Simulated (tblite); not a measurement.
Run record: molecular-dynamics run, `C1[C@H]2CCC[C@]21C#C`.

Computed with GFN2-xTB (tblite), gas phase: Langevin dynamics at 300 K from the optimised GFN2-xTB geometry, time step 0.5 fs, friction 0.01 fs⁻¹, 2000 steps. The command runs a driver script over a list of jobs; the input below is this job's line of settings and its coordinates in Å. «temperature» is in K, «steps» counts time steps and «every» is the stride of the printed frames; «frames» go on to single points.

Command:
```bash
OMP_NUM_THREADS=1 python probes_run.py task.json out
```

Input:
```
{"job": {"kind": "md", "xc": "GFN2-xTB", "basis": "xTB", "temperature": 300, "steps": 2000, "every": 50, "frames": 5}, "charge": 0, "multiplicity": 1}
C      2.941211     1.366385    -0.837883
C      1.893602     0.878217    -0.520111
C      0.648455     0.292996    -0.149901
C     -0.595990     1.165221    -0.212211
C     -1.769219     0.177574    -0.272198
C     -1.212770    -1.095532    -0.926204
C      0.257107    -1.104329    -0.572693
C      0.625144    -0.833798     0.853282
H      3.856876     1.796033    -1.114437
H     -0.555333     1.774584    -1.117790
H     -0.670480     1.836863     0.644612
H     -2.123789    -0.044031     0.734691
H     -2.609209     0.584841    -0.833368
H     -1.319822    -1.046328    -2.012047
H     -1.729656    -1.990347    -0.575026
H      0.918277    -1.712654    -1.173560
H     -0.143272    -0.836725     1.610002
H      1.580109    -1.202653     1.198424
```

Output:
```
t/fs     T/K      E/eV
    0.0   254.5   -602.71532
   25.0   185.6   -602.34268
   50.0   205.8   -602.30679
   75.0   142.3   -602.25958
  100.0   246.4   -602.33332
  125.0   249.3   -602.24051
  150.0   185.9   -602.03064
  175.0   265.0   -602.20744
  200.0   304.8   -602.16726
  225.0   233.0   -602.07142
  250.0   249.7   -602.01502
  275.0   238.5   -602.04321
  300.0   369.3   -602.17288
  325.0   340.8   -601.97527
  350.0   327.9   -601.97794
  375.0   271.8   -602.01842
  400.0   305.1   -602.02345
  425.0   297.2   -602.04534
  450.0   291.0   -602.10871
  475.0   305.3   -602.19650
  500.0   314.5   -602.28102
  525.0   278.4   -602.09238
  550.0   283.7   -602.24552
  575.0   308.5   -602.23629
  600.0   260.2   -602.08476
  625.0   358.0   -602.29467
  650.0   221.5   -602.16889
  675.0   233.7   -602.20556
  700.0   208.2   -602.10075
  725.0   195.1   -602.18869
  750.0   200.5   -602.24739
  775.0   226.3   -602.17837
  800.0   236.6   -602.33558
  825.0   244.4   -602.24766
  850.0   234.0   -602.16632
  875.0   255.8   -602.26135
  900.0   264.3   -602.12411
  925.0   265.8   -602.01628
  950.0   305.5   -602.20749
  975.0   252.3   -602.04318
 1000.0   403.5   -602.12553
```

E is the potential energy; T comes from the kinetic energy over all 3N coordinates.

Question: Sum up the printed frames.

Answer: 41 frames over 1000 fs. T runs from 142 K (75 fs) to 404 K (1000 fs), with a mean of 264 K over all frames and 264 K from 500 fs on. E starts at -602.715 eV, peaks 0.740 eV above that at 325 fs, and averages 0.532 eV above it from 500 fs on.

Question: Give the last frame.

Answer: 0.53 Å rms from the start after alignment:
```
atom  x, y, z in Å  |  force x, y, z in eV/Å
C1      3.245    0.145    0.604    1.858   0.368   0.267
C2      2.084   -0.031    0.520   -1.520  -0.935  -0.610
C3      0.822   -0.544    0.220   -2.101   0.900   0.705
C4     -0.243    0.457   -0.219   -1.155   0.034   0.611
C5     -1.010   -0.151   -1.418   -0.248   0.192   1.140
C6     -0.832   -1.656   -1.269    0.911  -0.556   0.033
C7      0.388   -1.840   -0.310   -0.536  -1.204  -1.743
C8      0.185   -1.609    1.134   -1.209   1.637  -0.769
H9      4.198    0.423    0.855    1.060   0.380   0.198
H10     0.203    1.397   -0.460    0.159   0.715  -0.143
H11    -1.001    0.603    0.620    0.976   0.106  -0.858
H12    -2.056    0.142   -1.303    0.015  -0.034  -0.382
H13    -0.633    0.204   -2.366    0.149   0.072  -0.152
H14    -0.694   -2.103   -2.272    0.299   0.008   0.589
H15    -1.675   -2.174   -0.825   -0.327   0.165   0.116
H16     1.098   -2.578   -0.629    0.269  -0.308   0.005
H17    -0.810   -1.332    1.504    0.410  -0.441  -0.146
H18     0.835   -1.987    1.841    0.989  -1.098   1.139
```

Question: Estimate the wall time. Hardware: one thread, Intel Xeon at 2.50 GHz (x86_64), shared host with 64 logical CPUs at a one-minute load of 59. And the peak memory of the process?

Answer: About 39 s, with 0.18 GiB resident at the peak, the Python interpreter and its libraries included.
